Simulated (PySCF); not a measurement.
**r2SCAN on Cu²⁺ (copper, charge +2)**

Configuration: [Ar] 3d9, 2D determinant. All numbers are calculated (PySCF 2.14, the spin-free X2C one-electron Hamiltonian (Gaussian nucleus), in Sapporo-DKH3-DZP-2012 (6s4p3d1f, 40 functions)).

| Property | Result |
| --- | --- |
| Total energy | -1653.652 hartree |
| One-electron energy | -2278.859 hartree |
| Hartree (Coulomb) energy | 692.602 hartree |
| Exchange-correlation energy | -67.394 hartree |
| ⟨S²⟩ | 0.7506 |
| ⟨L²⟩ | 6.008 |
| Sum of ⟨r⟩ | 15.99 bohr |
| Sum of ⟨r²⟩ | 15.66 bohr² |
| Traceless quadrupole moment −½Σ⟨3z² − r²⟩ along its main axis | -0.360 e·bohr² |
| Langevin diamagnetic susceptibility | -12.4 ×10⁻⁶ cm³/mol |
| Time after the integrals | 1.3 s of wall time on 1 thread of Neoverse-V2 (shared host) |

```csv
shell,electrons,mean orbital energy (hartree),spread (hartree),"rms radius, mean of both spins (bohr)"
1s α,1,-326.93894,0,0.0602
1s β,1,-326.93856,0,0.0602
2s α,1,-40.37714,0,0.255
2s β,1,-40.34777,0,0.255
2p α,3,-34.92164,0.04292,0.228
2p β,3,-34.89921,0.01983,0.228
3s α,1,-5.32961,0,0.763
3s β,1,-5.26132,0,0.763
3p α,3,-3.70577,0.08472,0.810
3p β,3,-3.64115,0.01395,0.810
3d α,5,-1.12274,0.09701,1.06
3d β,4,-1.08000,0.08063,1.06
```

Densities and radii are taken from the X2C orbitals without a picture-change correction, which distorts them close to the nucleus.
